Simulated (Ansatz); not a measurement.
Cost and result for the atomization energy of `FC(F)N[SiH3]` (10 atoms, 9 bonds).

```xyz
10

F    -1.820    0.914   -0.791
C    -1.144   -0.278   -0.718
F    -0.361   -0.318   -1.826
N    -0.337   -0.375    0.412
Si    1.261    0.305    0.557
H    -1.898   -1.067   -0.784
H    -0.837   -0.628    1.247
H     1.312    1.733    0.156
H     2.242   -0.456   -0.252
H     1.582    0.169    2.000
```

Charge 0, multiplicity 1. The structure was optimised at the PBE0-D4/def2-TZVP level. It is one conformer, not always the lowest. Program: Ansatz. All runs use 4 threads of an Arm Neoverse V1 on a shared host. Times are those of one run each, without the atoms' runs, and a repeat can differ threefold. Electronic energies, without spin–orbit coupling; frozen cores. CCSD(T)/CBS adds CCSD(T) − MP2 in def2-TZVPP to the MP2 limit, and its time is that of the two runs behind it. T1 = 0.012. B3LYP takes the VWN-RPA correlation (the form of Gaussian; ORCA's B3LYP/G).

CCSD(T)/CBS is a level of theory with its own doubt, some kJ/mol a heavy atom from the limit and from the frozen cores, so smaller differences don't rank the functionals.

```json
{"level": "PBE-D4/def2-TZVPP (with forces)", "functions": "236", "wall time": "2.1 s"}
{"level": "PBE0-D4/def2-TZVPP", "functions": "236", "wall time": "2.5 s"}
{"level": "B3LYP-D4/def2-TZVPP (with forces)", "functions": "236", "wall time": "3.8 s"}
{"level": "r2SCAN-D4/def2-TZVPP (with forces)", "functions": "236", "wall time": "4.5 s"}
{"level": "B2PLYP/def2-TZVPP", "functions": "236", "wall time": "4.6 s"}
{"level": "ωB97X-V/def2-TZVPP", "functions": "236", "wall time": "6.5 s"}
{"level": "ωB97M-V/def2-TZVPP (with forces)", "functions": "236", "wall time": "9 s"}
{"level": "MP2/def2-QZVPP", "functions": "448", "wall time": "18 s"}
{"level": "CCSD(T)/def2-TZVPP", "functions": "236", "wall time": "2.3 min"}
{"level": "CCSD(T)/CBS(def2)", "functions": "–", "wall time": "2.6 min"}
```

Q: What atomization energy does each give, and how far from CCSD(T)/CBS? (Best estimate.)

A: Ansatz gave: 
```csv
level,atomization (kJ/mol),difference from CCSD(T)/CBS,per bond
PBE-D4/def2-TZVPP (with forces),3574.9,71.3,7.9
PBE0-D4/def2-TZVPP,3489.7,-13.9,-1.5
B3LYP-D4/def2-TZVPP (with forces),3502.0,-1.6,-0.2
r2SCAN-D4/def2-TZVPP (with forces),3500.0,-3.6,-0.4
B2PLYP/def2-TZVPP,3463.5,-40.1,-4.5
ωB97X-V/def2-TZVPP,3529.0,25.4,2.8
ωB97M-V/def2-TZVPP (with forces),3519.5,15.9,1.8
MP2/def2-QZVPP,3529.2,25.6,2.8
CCSD(T)/def2-TZVPP,3400.4,-103.2,-11.5
CCSD(T)/CBS(def2),3503.6,0.0,0.0
```

The D4 term adds +28.1 kJ/mol with B3LYP and +14.6 kJ/mol with PBE0; it sums over pairs of atoms, weighted by their polarisabilities, and B3LYP, whose exchange is more repulsive, gets the larger term. From PBE to PBE0 (25 % exact exchange), in def2-TZVPP and without D4, the atomization energy moves by −82.2 kJ/mol: exact exchange takes away binding that semilocal exchange gives to molecules. In def2-TZVPP, CCSD(T) changes the Hartree–Fock value by +942.5 kJ/mol (the triples alone add +54.1 kJ/mol) and MP2 by +1009.6 kJ/mol; breaking electron pairs costs correlation energy, which Hartree–Fock lacks.
